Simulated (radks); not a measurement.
All-electron atom: Co1.5+ in [Ar] 3d6.5 4p1 (fractional occupations, a model configuration).

Calculated with a radial shooting solver on a logarithmic mesh with Libxc functionals: Dirac Kohn-Sham, PBE, spin-unpolarised, spherical densities, point nucleus; open shells are shared between the two j in proportion to 2j + 1.

Energy parts (hartree):
part                       energy
total                 -1392.24079
kinetic                1413.19132
electron-nucleus      -3321.50051
Hartree                 574.91476
exchange-correlation    -58.84636

Orbitals (lengths in bohr, moments of r in powers of bohr):
| orbital | occ. | eigenvalue (hartree) | <r^4> | <r> |
|---|---|---|---|---|
| 1s1/2 | 2 | -279.6714 | 0.00004638 | 0.05619 |
| 2s1/2 | 2 | -33.72257 | 0.01034 | 0.2553 |
| 2p1/2 | 2 | -29.34472 | 0.007600 | 0.2228 |
| 2p3/2 | 4 | -28.80001 | 0.007963 | 0.2259 |
| 3s1/2 | 2 | -4.44863 | 0.7649 | 0.7715 |
| 3p1/2 | 2 | -3.14064 | 1.022 | 0.8053 |
| 3p3/2 | 4 | -3.07199 | 1.071 | 0.8147 |
| 3d3/2 | 2.6 | -0.96748 | 4.028 | 0.9892 |
| 3d5/2 | 3.9 | -0.95988 | 4.112 | 0.9941 |
| 4p1/2 | 0.333333 | -0.46005 | 161.1 | 2.957 |
| 4p3/2 | 0.666667 | -0.45535 | 166.6 | 2.984 |

The highest occupied level is 4p3/2 at -12.391 eV. Summed over all electrons, <r^2> = 24.99 bohr^2, which gives a Langevin (diamagnetic) susceptibility term of -19.8 x 10^-6 cm^3/mol.
